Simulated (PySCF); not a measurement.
C5H4O2, SMILES C=C=C1OCC1=O.

Geometry optimised at PBE0-D3(BJ)/def2-SVP. The structure was generated by enumeration, and PubChem lists no compound with its InChIKey, so it may never have been made.

All values below come from PySCF with PBE0/def2-TZVP.

Symmetry labels are those of the subgroup Cs that the program uses (full group Cs).

Problem. List the valence orbital energies around the gap with their symmetry. (The exact figures need the calculation; the answer reports its results.)

Solution. 
```
orbital  symmetry  energy (eV)
-------  --------  -----------
HOMO−7         A"       -12.96
HOMO−6         A'       -12.48
HOMO−5         A"       -11.32
HOMO−4         A'       -10.82
HOMO−3         A"       -10.34
HOMO−2         A'        -8.89
HOMO−1         A'        -7.77
HOMO           A"        -7.10
LUMO           A"        -1.83
LUMO+1         A'        -0.98
LUMO+2         A'         1.49
LUMO+3         A"         1.72
```
